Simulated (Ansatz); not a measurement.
Born–Oppenheimer molecular dynamics of CH$_{8}$N$_{2}$OSSi (14 atoms, charge 0, multiplicity 1). It starts from a relaxed structure.

Method: RKS B3LYP-D4/STO-3G in Ansatz 0.2.0.

```yaml
ensemble: NVE (velocity Verlet)
time_step: 0.5 fs
steps_asked: 250
starting_velocities_drawn_for: 300 K
masses: H 2.014 u
seed: 60842
```

Frames 5 fs apart, positions in Å.

Velocities at 35.0 fs (Å/ps):

```
N -3.42 2.20 2.75
C 0.79 -1.17 0.46
O 1.11 -1.75 2.38
Si 0.81 4.49 0.17
N 3.07 -4.15 1.89
S -0.97 0.37 -2.72
H 11.48 -4.17 0.18
H 9.09 -9.71 -8.50
H -8.59 -4.77 1.19
H 6.16 -1.66 2.49
H -0.55 -7.70 0.70
H -15.29 -4.75 -4.35
H 4.12 6.56 -7.77
H -13.45 -7.82 2.95
```

```xyz
14
Properties=species:S:1:pos:R:3 time_fs=35.0 energy_less_start_eV=0.244 T=144
N 1.949 -1.859 1.052
C 1.446 -0.761 0.098
O 0.097 -0.406 0.526
Si -0.659 0.856 -0.377
N -2.183 1.343 0.312
S -1.087 0.067 -2.321
H 1.085 -2.406 1.103
H 1.935 -1.374 2.006
H 2.149 0.114 0.131
H 1.421 -1.207 -0.938
H 0.185 2.051 -0.371
H -2.795 0.515 0.593
H -2.164 1.962 1.217
H -1.809 1.135 -2.613
14
Properties=species:S:1:pos:R:3 time_fs=40.0 energy_less_start_eV=0.169 T=192
N 1.941 -1.839 1.055
C 1.446 -0.770 0.102
O 0.099 -0.412 0.539
Si -0.653 0.875 -0.377
N -2.177 1.321 0.334
S -1.090 0.067 -2.333
H 1.076 -2.497 1.122
H 1.978 -1.401 1.998
H 2.127 0.095 0.131
H 1.465 -1.207 -0.919
H 0.190 2.024 -0.372
H -2.833 0.541 0.551
H -2.131 1.951 1.117
H -1.909 1.137 -2.618
14
Properties=species:S:1:pos:R:3 time_fs=45.0 energy_less_start_eV=0.216 T=161
N 1.930 -1.834 1.044
C 1.436 -0.781 0.115
O 0.091 -0.409 0.550
Si -0.647 0.882 -0.378
N -2.166 1.290 0.344
S -1.093 0.071 -2.344
H 1.134 -2.544 1.153
H 1.998 -1.386 2.042
H 2.157 0.098 0.131
H 1.507 -1.210 -0.922
H 0.226 2.058 -0.376
H -2.874 0.574 0.515
H -2.105 2.006 1.117
H -1.983 1.103 -2.626
14
Properties=species:S:1:pos:R:3 time_fs=50.0 energy_less_start_eV=0.258 T=135
N 1.932 -1.835 1.053
C 1.427 -0.779 0.125
O 0.076 -0.396 0.553
Si -0.640 0.878 -0.382
N -2.142 1.279 0.354
S -1.098 0.081 -2.352
H 1.208 -2.554 1.172
H 1.986 -1.401 1.979
H 2.164 0.058 0.149
H 1.503 -1.207 -0.915
H 0.236 2.083 -0.378
H -2.936 0.577 0.511
H -2.130 2.005 1.108
H -2.005 1.008 -2.618
14
Properties=species:S:1:pos:R:3 time_fs=55.0 energy_less_start_eV=0.220 T=159
N 1.955 -1.837 1.053
C 1.415 -0.780 0.131
O 0.062 -0.378 0.550
Si -0.632 0.869 -0.390
N -2.126 1.271 0.370
S -1.096 0.087 -2.357
H 1.189 -2.615 1.170
H 1.974 -1.363 2.020
H 2.164 0.036 0.187
H 1.444 -1.195 -0.894
H 0.194 2.052 -0.377
H -2.891 0.646 0.491
H -2.181 1.975 1.092
H -2.090 0.987 -2.617
14
Properties=species:S:1:pos:R:3 time_fs=60.0 energy_less_start_eV=0.256 T=136
N 1.974 -1.850 1.063
C 1.397 -0.784 0.143
O 0.056 -0.363 0.546
Si -0.632 0.857 -0.400
N -2.099 1.274 0.379
S -1.093 0.093 -2.360
H 1.227 -2.571 1.144
H 1.947 -1.359 2.029
H 2.158 0.056 0.213
H 1.369 -1.194 -0.908
H 0.168 2.043 -0.379
H -2.923 0.599 0.457
H -2.209 2.018 1.135
H -2.156 0.969 -2.593
14
Properties=species:S:1:pos:R:3 time_fs=65.0 energy_less_start_eV=0.259 T=134
N 1.996 -1.849 1.075
C 1.386 -0.784 0.152
O 0.058 -0.357 0.551
Si -0.640 0.847 -0.412
N -2.096 1.281 0.398
S -1.092 0.103 -2.364
H 1.209 -2.571 1.131
H 1.913 -1.405 1.997
H 2.105 0.058 0.196
H 1.330 -1.187 -0.893
H 0.188 2.073 -0.391
H -2.862 0.601 0.408
H -2.188 1.994 1.098
H -2.142 0.901 -2.531
14
Properties=species:S:1:pos:R:3 time_fs=70.0 energy_less_start_eV=0.251 T=139
N 2.002 -1.849 1.066
C 1.381 -0.785 0.156
O 0.061 -0.362 0.567
Si -0.650 0.846 -0.420
N -2.089 1.278 0.399
S -1.087 0.107 -2.370
H 1.209 -2.587 1.121
H 1.885 -1.401 2.086
H 2.077 0.085 0.144
H 1.348 -1.199 -0.866
H 0.199 2.049 -0.418
H -2.847 0.593 0.388
H -2.163 2.027 1.127
H -2.188 0.889 -2.465
14
Properties=species:S:1:pos:R:3 time_fs=75.0 energy_less_start_eV=0.245 T=143
N 1.989 -1.841 1.076
C 1.383 -0.779 0.156
O 0.060 -0.371 0.590
Si -0.656 0.851 -0.421
N -2.080 1.281 0.393
S -1.081 0.110 -2.376
H 1.256 -2.583 1.100
H 1.884 -1.446 2.033
H 2.084 0.109 0.092
H 1.394 -1.250 -0.879
H 0.204 1.988 -0.455
H -2.897 0.588 0.421
H -2.143 2.005 1.125
H -2.246 0.889 -2.407
14
Properties=species:S:1:pos:R:3 time_fs=80.0 energy_less_start_eV=0.238 T=147
N 1.977 -1.824 1.075
C 1.397 -0.775 0.142
O 0.055 -0.380 0.610
Si -0.657 0.849 -0.417
N -2.095 1.276 0.383
S -1.081 0.116 -2.383
H 1.264 -2.631 1.064
H 1.888 -1.441 2.058
H 2.091 0.086 0.070
H 1.421 -1.282 -0.853
H 0.251 1.980 -0.488
H -2.869 0.673 0.481
H -2.121 1.973 1.127
H -2.218 0.824 -2.366
14
Properties=species:S:1:pos:R:3 time_fs=85.0 energy_less_start_eV=0.287 T=117
N 1.966 -1.810 1.070
C 1.405 -0.782 0.133
O 0.054 -0.384 0.616
Si -0.651 0.840 -0.409
N -2.106 1.290 0.369
S -1.079 0.121 -2.389
H 1.295 -2.626 1.032
H 1.873 -1.417 2.095
H 2.124 0.078 0.076
H 1.406 -1.294 -0.847
H 0.291 1.988 -0.501
H -2.953 0.637 0.538
H -2.079 1.985 1.159
H -2.248 0.778 -2.353
14
Properties=species:S:1:pos:R:3 time_fs=90.0 energy_less_start_eV=0.247 T=142
N 1.965 -1.793 1.080
C 1.403 -0.790 0.137
O 0.061 -0.385 0.609
Si -0.638 0.826 -0.399
N -2.141 1.311 0.367
S -1.076 0.123 -2.392
H 1.310 -2.610 1.021
H 1.837 -1.431 2.009
H 2.138 0.066 0.093
H 1.361 -1.289 -0.887
H 0.271 1.955 -0.482
H -2.893 0.659 0.548
H -2.028 1.964 1.149
H -2.329 0.751 -2.363
```

Of the whole run (125 fs, mean temperature of the second half 146 K): The conserved energy stayed within 0.19 meV per atom of its start (net change 0.098 meV per atom), so the integration is sound. The temperature averaged 0.49 of the 300 K drawn at the start: a run that starts near a minimum puts about half its kinetic energy into the potential. A run of 0.12 ps of so small a system gives no equilibrium averages. Limits of this set-up: minimal basis.

Time of the run: 11 min on 1 thread of Arm Neoverse V1, with other jobs on the host, peak memory 0.11 GiB.
